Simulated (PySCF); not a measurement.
FH5Si2, SMILES F[SiH2][SiH3].

The structure is a stationary point at B3LYP-D3(BJ)/def2-TZVP.

The numbers are results of B3LYP-D3(BJ)/def2-TZVP in PySCF, not measurements.

Frequencies are harmonic and unscaled.

Q: Give all harmonic wavenumbers and intensities. (An estimate is asked for; the answer gives what the named calculation found.)

A: 
```json
[
 {"mode": "1", "ν (cm⁻¹)": "101", "IR (km/mol)": "0.6", "moving atoms (share of kinetic energy)": "H 86 %, F 8 %"},
 {"mode": "2", "ν (cm⁻¹)": "164", "IR (km/mol)": "6.7", "moving atoms (share of kinetic energy)": "F 50 %, Si 33 %, H 17 %"},
 {"mode": "3", "ν (cm⁻¹)": "359", "IR (km/mol)": "23.5", "moving atoms (share of kinetic energy)": "H 96 %"},
 {"mode": "4", "ν (cm⁻¹)": "409", "IR (km/mol)": "5.4", "moving atoms (share of kinetic energy)": "Si 74 %, H 23 %"},
 {"mode": "5", "ν (cm⁻¹)": "518", "IR (km/mol)": "24.4", "moving atoms (share of kinetic energy)": "H 70 %, Si 28 %"},
 {"mode": "6", "ν (cm⁻¹)": "619", "IR (km/mol)": "2.0", "moving atoms (share of kinetic energy)": "H 77 %, Si 22 %"},
 {"mode": "7", "ν (cm⁻¹)": "741", "IR (km/mol)": "25.1", "moving atoms (share of kinetic energy)": "H 93 %"},
 {"mode": "8", "ν (cm⁻¹)": "843", "IR (km/mol)": "73.2", "moving atoms (share of kinetic energy)": "F 55 %, Si 25 %, H 20 %"},
 {"mode": "9", "ν (cm⁻¹)": "853", "IR (km/mol)": "469.1", "moving atoms (share of kinetic energy)": "H 90 %, Si 9 %"},
 {"mode": "10", "ν (cm⁻¹)": "914", "IR (km/mol)": "30.1", "moving atoms (share of kinetic energy)": "H 75 %, Si 19 %"},
 {"mode": "11", "ν (cm⁻¹)": "945", "IR (km/mol)": "44.3", "moving atoms (share of kinetic energy)": "H 97 %"},
 {"mode": "12", "ν (cm⁻¹)": "951", "IR (km/mol)": "43.9", "moving atoms (share of kinetic energy)": "H 94 %"},
 {"mode": "13", "ν (cm⁻¹)": "966", "IR (km/mol)": "96.6", "moving atoms (share of kinetic energy)": "H 94 %"},
 {"mode": "14", "ν (cm⁻¹)": "2210", "IR (km/mol)": "76.8", "moving atoms (share of kinetic energy)": "H 98 %"},
 {"mode": "15", "ν (cm⁻¹)": "2223", "IR (km/mol)": "52.9", "moving atoms (share of kinetic energy)": "H 98 %"},
 {"mode": "16", "ν (cm⁻¹)": "2224", "IR (km/mol)": "13.7", "moving atoms (share of kinetic energy)": "H 96 %"},
 {"mode": "17", "ν (cm⁻¹)": "2226", "IR (km/mol)": "101.5", "moving atoms (share of kinetic energy)": "H 96 %"},
 {"mode": "18", "ν (cm⁻¹)": "2235", "IR (km/mol)": "197.8", "moving atoms (share of kinetic energy)": "H 96 %"}
]
```
